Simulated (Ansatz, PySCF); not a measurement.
Molecule: germanium monoxide triplet, GeO, charge 0, multiplicity 3. This is an excited triplet: at this geometry the singlet lies 2.74 eV lower at CCSD(T)/CBS(aug-cc-pVTZ,aug-cc-pVQZ). 
Geometry from a B3LYP-D3(BJ)/def2-TZVP (Ansatz, a quantum-chemistry and plane-wave program) optimisation:
```xyz
2

Ge     0.0000     0.0000    -0.3735
O      0.0000     0.0000     1.4939
```
Charge 0, spin multiplicity 3.

Total electronic energies in hartree. Correlated levels leave the core frozen unless marked. UHF or UKS for open shells. Spin-orbit coupling is left out. Frozen are the shells of the preceding noble gas and the d and f shells that filled before the atom's block. Non-relativistic. CBS(X,Y): correlation extrapolated as X^-3; Hartree-Fock from the larger set (for Q and 5 zeta extrapolated as (X+1)exp(-9√X)). The program attaches cautions to a run behind CCSD(T)/STO-3G: large difference.

```csv
level,program,energy (Eh)
HF/def2-TZVPP,Ansatz,-2150.19600
HF/cc-pV5Z,Ansatz,-2150.24281
HF-D4/def2-TZVPD,PySCF + dftd4,-2150.15826
revPBE-D3(BJ)/def2-TZVPD,Ansatz + dftd3,-2151.96752
BP86-D4/def2-TZVPD,PySCF + dftd4,-2152.41090
TPSS-D3(BJ)/def2-TZVPD,PySCF + dftd3,-2152.12460
PBE0/def2-TZVPD,PySCF,-2151.77629
TPSSh-D3(BJ)/def2-TZVPD,PySCF + dftd3,-2152.08415
r2SCANh-D4/def2-TZVPD,Ansatz + dftd4,-2152.08525
PW6B95/def2-TZVPD,PySCF,-2153.19810
MN15/def2-TZVPD,PySCF,-2152.35536
CAM-B3LYP-D4/def2-TZVPD,Ansatz + dftd4,-2152.24428
CAM-B3LYP/def2-TZVPD,Ansatz,-2152.24357
B2GP-PLYP/def2-TZVPD,Ansatz,-2151.52396
B2PLYP-D4/def2-TZVPD,Ansatz + dftd4,-2151.68862
MP2/6-31G*,Ansatz,-2150.06466
MP2/def2-TZVPP,Ansatz,-2150.44869
SCS-MP2/def2-QZVPP,Ansatz,-2150.51774
CCSD/def2-SVP,Ansatz,-2150.05174
CCSD/def2-TZVPPD,Ansatz,-2150.47530
CCSD(T)/STO-3G,Ansatz,-2125.55826
CCSD(T)/6-31G*,Ansatz,-2150.09566
"CCSD(T)/CBS(cc-pVQZ,cc-pV5Z)",Ansatz,-2150.5666
```

Totals of different functionals don't rank their quality; only differences between species are comparable.
